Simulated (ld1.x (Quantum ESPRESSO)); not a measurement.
## Logarithmic derivatives: Tb (Z = 65), PAW

Tb (Z = 65), PAW, made with ld1.x (Quantum ESPRESSO) 7.5 (PBE, scalar-relativistic). Core [Kr] 4d10, reference 4f9 5s2 5p6 5d0 6s2 6p0. Waves: 5s (bound): rcut 1.70, rcutus 1.90 bohr; 6s (bound): rcut 1.70, rcutus 1.90 bohr; 5p (bound): rcut 2.55, rcutus 3.00 bohr; 6p (bound, empty): rcut 2.55, rcutus 3.00 bohr; 5d (bound, empty): rcut 3.10, rcutus 3.35 bohr; 5d channel at 2.35 Ry: rcut 3.10, rcutus 3.35 bohr; 4f (bound): rcut 0.95, rcutus 1.30 bohr; 4f channel at 0.5 Ry: rcut 0.95, rcutus 1.30 bohr. Local part: all-electron potential smoothed inside 1.15 bohr (lloc = -1). Core correction: Bessel-smoothed model core, default radius (core density twice the valence density). Augmentation charge: BESSEL, radius 1.05 bohr.

The phase is arctan(r·u′/u) with u = r·R(r), unwrapped; energies in Ry, scanned from -5 to 5 Ry. A pole is an energy at which the radial function vanishes at the test radius. The pseudo phase is shifted by a multiple of π to meet the all-electron one at the reference energy, and phase errors are pseudo minus all-electron; the curves can meet again beyond the range given. Levels narrower than the energy grid can be missing from the lists of poles.

```json
{"channel": "p", "radius (bohr)": "3.65", "reference energy (Ry)": "-0.09", "poles, all-electron": "-1.80, 1.78", "poles, pseudo": "-1.80, -0.52, 0.52, 4.86", "unbroken range about the reference energy with phases within 0.05 rad": "-0.3 to 0.0", "phase error 1 Ry above the reference energy (rad)": "-0.636"}
{"channel": "d", "radius (bohr)": "3.65", "reference energy (Ry)": "-0.10", "poles, all-electron": "0.27, 3.45", "poles, pseudo": "0.27, 3.37", "unbroken range about the reference energy with phases within 0.05 rad": "below 4.1", "phase error 1 Ry above the reference energy (rad)": "-0.008"}
{"channel": "f", "radius (bohr)": "3.65", "reference energy (Ry)": "-0.22", "poles, all-electron": "-0.21, 2.29", "poles, pseudo": "-0.21, 2.29", "unbroken range about the reference energy with phases within 0.05 rad": "the whole range", "phase error 1 Ry above the reference energy (rad)": "-0.000"}
```

The ghost test of this file was not conclusive. Its overlap operator is not positive definite in a basis up to 400 Ry (lowest eigenvalue s -0.09, p -1.07), so the file is unfit for use: the generalised eigenproblem breaks down once the basis is large enough, and its test numbers describe a broken file.

Phases in the p channel:

| E (Ry) | all-electron | pseudo |
| --- | --- | --- |
| -5.00 | 1.443 | 4.585 |
| -4.48 | 1.435 | 4.577 |
| -3.96 | 1.425 | 4.568 |
| -3.44 | 1.412 | 4.556 |
| -2.92 | 1.395 | 4.540 |
| -2.40 | 1.366 | 4.514 |
| -1.88 | 1.010 | 4.180 |
| -1.36 | -1.799 | 1.363 |
| -0.84 | -1.885 | 1.320 |
| -0.32 | -2.074 | -2.136 |
| 0.20 | -2.997 | -3.484 |
| 0.72 | -4.342 | -4.933 |
| 1.24 | -4.606 | -5.642 |
| 1.76 | -4.710 | -7.146 |
| 2.28 | -4.782 | -7.559 |
| 2.80 | -4.860 | -7.692 |
| 3.32 | -5.002 | -7.759 |
| 3.84 | -5.607 | -7.801 |
| 4.36 | -7.337 | -7.831 |
| 4.88 | -7.653 | -7.855 |
